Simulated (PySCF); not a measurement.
Start geometry of `CC=C=C(F)C(F)(F)F` from GFN2-xTB (Å):
```
atom  x, y, z in Å
C1     2.2958   -0.1580    0.5095
C2     1.3016   -0.0711   -0.5994
C3     0.0768    0.3282   -0.4620
C4    -1.1547    0.7092   -0.2952
F5    -1.5597    1.9959   -0.4163
C6    -2.2908   -0.2291    0.0390
F7    -1.8552   -1.4944    0.1214
F8    -3.2635   -0.2099   -0.8813
F9    -2.8662    0.0605    1.2143
H10    3.1599    0.4603    0.2716
H11    1.8660    0.1706    1.4509
H12    2.6369   -1.1872    0.6093
H13    1.6487   -0.3744   -1.5796
```

Q: What comes out of this run: PBE0-D3(BJ)/def2-SVP geometry optimisation, gas phase in PySCF?

A: 
```
atom  x, y, z in Å
C1     2.2981   -0.3652    0.4979
C2     1.2935   -0.1637   -0.5910
C3     0.0929    0.3342   -0.4374
C4    -1.1167    0.8014   -0.2718
F5    -1.4345    2.0958   -0.3590
C6    -2.3210   -0.0459    0.0378
F7    -1.9961   -1.3322    0.1016
F8    -3.2600    0.1039   -0.8972
F9    -2.8642    0.3073    1.2043
H10    3.2200    0.1948    0.2736
H11    1.9137   -0.0391    1.4729
H12    2.5771   -1.4291    0.5639
H13    1.5911   -0.4627   -1.6066
```

The energy falls by 5.0 kJ/mol over 13 energy and gradient evaluations, the largest force component goes from 0.0170 to 1.2e-04 Eh/bohr, and the atoms move by 0.035 Å rms after alignment. The bond that changes most is C4–F5 (outer carbon of cumulated double bonds to vinyl fluorine), which shortens by 0.019 Å. Bonds longer at the end by more than 0.005 Å: 6 of 12; shorter: 5. Rotational constants go from 2663, 992.8, 865.1 to 2713, 984.8, 863.2 MHz. The orientation of the end geometry is arbitrary; only internal coordinates are fixed.

The run used 146 basis functions and 85 SCF cycles in all.

No frequency check.
